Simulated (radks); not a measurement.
The numbers below are computed, except where a source is named.
How relativity changes the ionisation of the lutetium ion Lu3+ ([Xe] 4f14) to Lu4+ ([Xe] 4f13). Spin-unpolarised spherical Kohn-Sham, PBE, point nucleus unless stated (finite: rms radius 5.37 fm), a radial shooting solver on a logarithmic mesh with Libxc functionals. A level marked "c x" has the speed of light scaled by that factor and shares open shells by 2j + 1; other Dirac levels either fill j = l - 1/2 first or share by 2j + 1.

level	E(Lu3+) (hartree)	E(Lu4+) (hartree)	IE (eV)	HOMO	<r> HOMO (bohr)
non-rel.	-13854.1441	-13852.2179	52.415	4f	0.6883
scalar-rel.	-14561.8524	-14560.1356	46.716	4f	0.7164
scalar-rel., finite nucleus	-14559.9788	-14558.2619	46.719	4f	0.7164
Dirac, 2j+1 shares	-14579.5964	-14577.8848	46.573	4f7/2	0.7234
Dirac, low j first	-14579.5964	-14577.9102	45.883	4f7/2	0.7234
Dirac, 2j+1 shares, finite nucleus	-14577.7074	-14575.9958	46.576	4f7/2	0.7234
Dirac, c x 0.75	-15335.4272	-15333.8773	42.175	4f7/2	0.7589
Dirac, c x 0.85	-14924.7315	-14923.1006	44.379	4f7/2	0.7398
Dirac, c x 3	-13925.2215	-13923.3194	51.759	4f7/2	0.6918

NIST Atomic Spectra Database: 45.25 eV (semi-empirical). The relativistic part of the total energy of Lu3+ is -723.6 hartree (Dirac, 2j+1 shares, finite nucleus), 5.2 % of the non-relativistic value. Spin polarisation and multiplet splitting of open shells are left out at every level.

Beside tabulated values, note that relativity, absent from the non-relativistic runs, is large for the heavy elements, and spin-unpolarised runs miss the spin-polarisation part of the exchange energy of open shells.
